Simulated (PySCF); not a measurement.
Cl₄SW, singlet, at a GFN2-xTB geometry (such geometries of metal compounds can be far from the true shape) (core potentials on W); TPSS/def2-SV(P) (PySCF).

Here is a job for PySCF.
```python
from pyscf import gto, scf, dft

mol = gto.M(
    atom='''
W     0.051366   -0.022134    0.054436
S     1.498232   -0.645604    1.587779
Cl   -1.460407    0.629305   -1.547694
Cl    0.273092    2.152599    0.491737
Cl    1.197788   -0.923650   -1.631637
Cl   -1.644164   -1.154279    0.956259
''',
    basis='def2-sv(p)',
    ecp={'W': 'def2-sv(p)'},
    charge=0,
    spin=0,
    verbose=4,
)

mf = dft.RKS(mol)
mf.xc = 'tpss'
mf.kernel()
mf.analyze()
```

The log (banner, timings and long lists left out):

```
PySCF version 2.14.0

[INPUT] verbose = 4
[INPUT] num. atoms = 6
[INPUT] num. electrons = 98
[INPUT] charge = 0
[INPUT] spin (= nelec alpha-beta = 2S) = 0
[INPUT] symmetry False subgroup None
[INPUT] Mole.unit = angstrom
[INPUT] Symbol           X                Y                Z      unit          X                Y                Z       unit  Magmom
[INPUT]  1 W      0.051366000000  -0.022134000000   0.054436000000 AA    0.097067672114  -0.041827198041   0.102869131317 Bohr   0.0
[INPUT]  2 S      1.498232000000  -0.645604000000   1.587779000000 AA    2.831248151059  -1.220014744924   3.000467456336 Bohr   0.0
[INPUT]  3 Cl    -1.460407000000   0.629305000000  -1.547694000000 AA   -2.759769260398   1.189214098819  -2.924717784633 Bohr   0.0
[INPUT]  4 Cl     0.273092000000   2.152599000000   0.491737000000 AA    0.516069086810   4.067822566013   0.929248255315 Bohr   0.0
[INPUT]  5 Cl     1.197788000000  -0.923650000000  -1.631637000000 AA    2.263491275291  -1.745445534955  -3.083347064707 Bohr   0.0
[INPUT]  6 Cl    -1.644164000000  -1.154279000000   0.956259000000 AA   -3.107019663869  -2.181271181337   1.807067614150 Bohr   0.0

nuclear repulsion = 711.423432006007
number of shells = 51
number of NR pGTOs = 230
number of NR cGTOs = 115
basis = def2-sv(p)
ecp = {'W': 'def2-sv(p)'}

******** <class 'pyscf.dft.rks.RKS'> ********
method = RKS
initial guess = minao
damping factor = 0
level_shift factor = 0
DIIS = <class 'pyscf.scf.diis.CDIIS'>
diis_start_cycle = 1
diis_space = 8
diis_damp = 0
SCF conv_tol = 1e-09
SCF conv_tol_grad = None
SCF max_cycles = 50
direct_scf = True
direct_scf_tol = 1e-13
XC library pyscf.dft.libxc version 7.1.2
    S. Lehtola, C. Steigemann, M. J. T. Oliveira, and M. A. L. Marques,  SoftwareX 7, 1–5 (2018)
XC functionals = tpss
    J. Tao, J. P. Perdew, V. N. Staroverov, and G. E. Scuseria,  Phys. Rev. Lett. 91, 146401 (2003)
    J. P. Perdew, J. Tao, V. N. Staroverov, and G. E. Scuseria,  J. Chem. Phys. 120, 6898 (2004)
    J. Tao, J. P. Perdew, V. N. Staroverov, and G. E. Scuseria,  Phys. Rev. Lett. 91, 146401 (2003)
    J. P. Perdew, J. Tao, V. N. Staroverov, and G. E. Scuseria,  J. Chem. Phys. 120, 6898 (2004)
radial grids:
    Treutler-Ahlrichs [JCP 102, 346 (1995); DOI:10.1063/1.469408] (M4) radial grids

becke partition: Becke, JCP 88, 2547 (1988); DOI:10.1063/1.454033
pruning grids: <function nwchem_prune>
grids dens level: 3
symmetrized grids: False
atomic radii adjust function: <function treutler_atomic_radii_adjust>
small_rho_cutoff = 0
Set gradient conv threshold to 3.16228e-05
Initial guess from minao.
tot grids = 118712
init E= -2293.60984346424
  HOMO = -0.475105986049045  LUMO = -0.351272873867006  gap/eV = 3.36967
cycle= 1 E= -2305.54949013702  delta_E= -11.9  |g|= 0.729  |ddm|=  7.6
  HOMO = -0.246772549965371  LUMO = -0.229449586619775  gap/eV = 0.47138
cycle= 2 E= -2301.70354226079  delta_E= 3.85  |g|= 3.62  |ddm|= 4.16
  HOMO = -0.243586439807667  LUMO = -0.151072740672065  gap/eV = 2.51743
cycle= 3 E= -2305.64433304964  delta_E= -3.94  |g|= 0.406  |ddm|= 3.97
  HOMO = -0.26199959195278  LUMO = -0.175076863335532  gap/eV = 2.36529
cycle= 4 E= -2305.595972884  delta_E= 0.0484  |g|= 0.552  |ddm|= 1.11
  HOMO = -0.272539616039334  LUMO = -0.184004245770757  gap/eV = 2.40917
cycle= 5 E= -2305.66589441803  delta_E= -0.0699  |g|= 0.289  |ddm|= 0.922
  HOMO = -0.274164271013447  LUMO = -0.181551505535961  gap/eV = 2.52012
cycle= 6 E= -2305.6954398096  delta_E= -0.0295  |g|= 0.0745  |ddm|= 0.442
  HOMO = -0.272423983921722  LUMO = -0.177764094850947  gap/eV = 2.57583
cycle= 7 E= -2305.69636864834  delta_E= -0.000929  |g|= 0.0399  |ddm|= 0.0852
  HOMO = -0.273236574163214  LUMO = -0.178255826214254  gap/eV = 2.58456
cycle= 8 E= -2305.69690227552  delta_E= -0.000534  |g|= 0.00516  |ddm|= 0.0491
  HOMO = -0.273320992294195  LUMO = -0.178225672143073  gap/eV = 2.58768
cycle= 9 E= -2305.69690939035  delta_E= -7.11e-06  |g|= 0.000747  |ddm|= 0.00458
  HOMO = -0.273326342582296  LUMO = -0.178207003876341  gap/eV = 2.58833
cycle= 10 E= -2305.69690952498  delta_E= -1.35e-07  |g|= 0.000261  |ddm|= 0.00106
  HOMO = -0.273319080852878  LUMO = -0.17820384569255  gap/eV = 2.58822
cycle= 11 E= -2305.69690954957  delta_E= -2.46e-08  |g|= 1.81e-05  |ddm|= 0.000346
  HOMO = -0.273319361407875  LUMO = -0.17820531479837  gap/eV = 2.58819
cycle= 12 E= -2305.69690954963  delta_E= -6.09e-11  |g|= 1.01e-05  |ddm|= 3.09e-05
  HOMO = -0.273320806306821  LUMO = -0.178204876896924  gap/eV = 2.58824
Extra cycle  E= -2305.69690954875  delta_E= 8.75e-10  |g|= 5.21e-05  |ddm|= 7.64e-05
converged SCF energy = -2305.69690954875
**** SCF Summaries ****
Total Energy =                       -2305.696909548753865
Nuclear Repulsion Energy =             711.423432006007488
One-electron Energy =                -4621.889511612818751
Two-electron Energy =                 1604.769170058057171
Two-electron Coulomb Energy =         1751.174929542685277
DFT Exchange-Correlation Energy =     -146.405759484627993
HOMO-LUMO gap [eV] =                     2.588236271823773
**** MO energy ****
MO #1   energy= -101.015490179358  occ= 2
MO #2   energy= -101.015437117806  occ= 2
MO #3   energy= -101.015436483755  occ= 2
MO #4   energy= -100.974424110986  occ= 2
MO #5   energy= -88.3706052462509  occ= 2
MO #6   energy= -9.29058374285275  occ= 2
MO #7   energy= -9.29054956567695  occ= 2
MO #8   energy= -9.29054947237764  occ= 2
MO #9   energy= -9.24904654686977  occ= 2
MO #10  energy= -7.77202969665471  occ= 2
MO #11  energy= -7.07429167699229  occ= 2
MO #12  energy= -7.07427241016035  occ= 2
MO #13  energy= -7.07427030732214  occ= 2
MO #14  energy= -7.06995316815657  occ= 2
MO #15  energy= -7.06994990663869  occ= 2
MO #16  energy= -7.06992733832214  occ= 2
MO #17  energy= -7.06658270769644  occ= 2
MO #18  energy= -7.06657446052232  occ= 2
MO #19  energy= -7.06657222889445  occ= 2
MO #20  energy= -7.03056535227506  occ= 2
MO #21  energy= -7.0278926916089   occ= 2
MO #22  energy= -7.02788561018634  occ= 2
MO #23  energy= -5.75507791031072  occ= 2
MO #24  energy= -5.755070291217    occ= 2
MO #25  energy= -5.7521827771614   occ= 2
MO #26  energy= -3.00210209388365  occ= 2
MO #27  energy= -1.68282477166352  occ= 2
MO #28  energy= -1.68282385193478  occ= 2
MO #29  energy= -1.6699879386067   occ= 2
MO #30  energy= -0.812124128685241 occ= 2
MO #31  energy= -0.795549565146817 occ= 2
MO #32  energy= -0.795549016253038 occ= 2
MO #33  energy= -0.760544770760939 occ= 2
MO #34  energy= -0.658556532896625 occ= 2
MO #35  energy= -0.429141327854795 occ= 2
MO #36  energy= -0.415571787768604 occ= 2
MO #37  energy= -0.415570067396645 occ= 2
MO #38  energy= -0.397298227717759 occ= 2
MO #39  energy= -0.397295365254075 occ= 2
MO #40  energy= -0.394881835321757 occ= 2
MO #41  energy= -0.3585039514111   occ= 2
MO #42  energy= -0.358502849342528 occ= 2
MO #43  energy= -0.341793077164301 occ= 2
MO #44  energy= -0.333455362390543 occ= 2
MO #45  energy= -0.288706373989063 occ= 2
MO #46  energy= -0.288705221027372 occ= 2
MO #47  energy= -0.281497462437253 occ= 2
MO #48  energy= -0.273321300104467 occ= 2
MO #49  energy= -0.273320806306821 occ= 2
MO #50  energy= -0.178204876896924 occ= 0
MO #51  energy= -0.178204354513868 occ= 0
MO #52  energy= -0.156107519016745 occ= 0
MO #53  energy= -0.156107424431338 occ= 0
MO #54  energy= -0.0542530270763953 occ= 0
MO #55  energy= 0.018830924602168  occ= 0
MO #56  energy= 0.0528349250570248 occ= 0
MO #57  energy= 0.0528366787756943 occ= 0
Dipole moment(X, Y, Z, Debye):  0.41176, -0.17730,  0.43592
```
